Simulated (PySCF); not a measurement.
Polarisability and C₆ of Al (aluminium, neutral)

[Ne] 3s2 3p1, 2P determinant. All numbers are calculated (PySCF 2.14, the spin-free X2C one-electron Hamiltonian (Gaussian nucleus), in aug-cc-pVDZ-DK (5s4p2d, 27 functions)). Coupled (time-dependent) response in atomic units; α is the mean over directions. A double-zeta set is small for polarisabilities.

```tsv
method	mean α (bohr³)	α xx, yy, zz	C₆ (like pair)	S(−4)
UHF	60.19	50.78, 79.02, 50.78	549.1	1795
PBE	63.13	51.14, 87.12, 51.14	566.8	2334
PBE0	61.06	50.50, 82.17, 50.50	548.5	2019
M06	62.56	51.16, 85.37, 51.16	533.3	2823
M06-L	61.90	52.52, 80.65, 52.52	573.0	1995
```

S(−4) is the Cauchy moment in α(ω) = α(0) + S(−4) ω² + …

Reference α: 57.8 ± 1 bohr³ (recommended; Schwerdtfeger and Nagle, table of static dipole polarizabilities (2023 update)). Published C₆: 528.0 (Chu and Dalgarno (2004); Tang, Norbeck and Certain (1976)).

α(iu) at PBE:

```
u (hartree)  α(iu) (bohr³)
          0          63.13
     0.0500          58.03
      0.100          47.89
      0.200          30.14
      0.300          19.26
      0.500          9.148
      0.750          4.575
       1.00          2.711
       1.50          1.270
       2.00         0.7372
       3.00         0.3420
       5.00         0.1290
```

A single London oscillator, α(iu) = α/(1 + u²/ω²), gives C₆ = (3/4) ω α². Matching the computed C₆ needs ω = 4 × 566.8 / (3 × 63.13²) = 0.190 hartree.

The components differ because the open shell of this determinant is not spherical; for a pure term their mean is the scalar polarisability.
